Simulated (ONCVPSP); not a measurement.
**What one change does to a pseudopotential (As, ONCV)**

| Item | Value |
| --- | --- |
| Element | arsenic (As) |
| Generator | ONCVPSP 4.0.1 |
| Type | optimised norm-conserving Vanderbilt (ONCV) |
| Functional | LDA (Perdew-Wang 92) |
| Relativity | scalar-relativistic |
| Frozen core | [Ar] 3d10 |
| Valence charge | 5 |
| Reference configuration | 4s1.75 4p3.25 |
| Partial waves | 4s: rc 1.25 bohr, ncon 3, nbas 6, qcut 4.8 1/bohr, 1 projector; 4p: rc 1.90 bohr, ncon 4, nbas 7, qcut 4.3 1/bohr, 2 projectors, debl 2.8 Ha |
| Local potential | polynomial inside 0.95 bohr (lpopt 5, dvloc0 2 Ha) |
| Core correction | Teter function, fcfact 3, rcfact 1.3 |

All-electron outer shells of the reference configuration (LDA (PZ), scalar-relativistic, ld1.x):

```csv
shell,level (eV),outermost node (bohr),outermost maximum (bohr)
3p,-133.84,0.22,0.52
3d,-41.31,–,0.47
4s,-14.93,0.73,1.59
4p,-5.51,0.78,1.97
```

Change: core correction Teter function, fcfact 5, rcfact 1.45.

Cutoffs: the cutoffs (Ha) at which the residual kinetic energy of the hardest occupied pseudo-wave falls to 1 and 0.1 mHa per electron; they do not see the model core or the augmentation charge, which bear on the density cutoff. Errors are all-electron minus pseudo energies relative to the spin-unpolarised reference configuration.

Problem. Predict the effect on cutoff, ghosts and configuration errors.

Solution. The potential gets neither clearly harder nor softer (31 Ha and 70 Ha → 31 Ha and 70 Ha); both files keep a bound ghost (s); of the 4 tests that both files solve, the error grows in 3 and shrinks in 0 by more than 15 % and 0.3 meV (median size 2.9 → 26.9 meV). A model core, the more so a compact one, raises the density cutoff, which this test does not measure.

```tsv
quantity	base	changed
cutoff, loose	31 Ha	31 Ha
cutoff, tight	70 Ha	70 Ha
bound ghosts	s	s
GHOST(+) flags under 300 eV	p at 158.0 eV	p at 158.0 eV
error for 4s2 4p3, meV [ΔE -2.35 eV]	+0.6	+0.4
error for 4s2 4p2, meV [ΔE 6.97 eV]	-0.1	-5.6
error for 4s2 4p1, meV [ΔE 25.13 eV]	-5.1	-48
error for 4s2 4p0, meV [ΔE 53.16 eV]	-20	-188
s: phases at 1.27 bohr within 0.05 rad from the reference energy up to (Ha; the scan ends near 5)	4.8	4.8
p: phases at 1.93 bohr within 0.05 rad from the reference energy up to (Ha; the scan ends near 5)	4.0	4.0
rms error of d²Exc/dni dnj with the model core, mHa	3.22	0.48
```

 A true bound ghost makes a file unfit for plane-wave use even where its test errors are small: the radial tests pick states by their node count and pass the ghost by.
